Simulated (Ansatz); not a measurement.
`[SeH][SiH]1BS1` + `[Cl][GeH]([Cl])[Cl]` → `[Cl][Ge]([Cl])([Cl])[SeH]` + `B1[SiH2]S1`  (formal exchange of groups at the Se–Si bond)

Computed with Ansatz on PBE0-D4/def2-TZVP structures; ΔE is electronic, products minus reactants. CCSD(T)/CBS is the MP2 limit (def2-TZVPP, def2-QZVPP) plus CCSD(T) − MP2 in def2-TZVPP, frozen cores. DFT in def2-TZVPP. For Ge, Se outer-core shells are correlated without core-valence functions, which leaves a few kJ/mol of doubt a bond. Scalar relativity is left out up to krypton. One conformer a species, not always the lowest.

```
             level  ΔE (kJ/mol)  difference from CCSD(T)/CBS
       LDA (SPW92)         11.8                          2.4
            PBE-D4          8.0                         -1.4
        r2SCANh-D4          9.4                          0.0
        r2SCAN0-D4          9.9                          0.5
          BHLYP-D4          4.3                         -5.1
            B2PLYP          7.3                         -2.1
               PBE         10.4                          1.0
            revPBE         11.0                          1.6
           LC-ωPBE         13.6                          4.2
       HF/def2-SVP          8.8                         -0.6
     CCSD/def2-SVP          5.6                         -3.8
  CCSD(T)/def2-SVP          5.3                         -4.1
     HF/def2-QZVPP          9.9                          0.5
    MP2/def2-QZVPP          8.1                         -1.3
SCS-MP2/def2-QZVPP          8.2                         -1.2
    CCSD/CBS(def2)          9.8                          0.4
       CCSD(T)/CBS          9.4                            0
```

Largest T1 diagnostic among the species: 0.017.

At CCSD(T), def2-SVP lies −4.2 kJ/mol from the extrapolated value and def2-TZVPP −2.6 kJ/mol. The D4 term adds −4.0 kJ/mol with B3LYP and −2.2 kJ/mol with PBE0; it sums over pairs of atoms, weighted by their polarisabilities, and B3LYP, whose exchange is more repulsive, gets the larger term.

B3LYP here is the variant with VWN-RPA as its local correlation; programs differ in this.
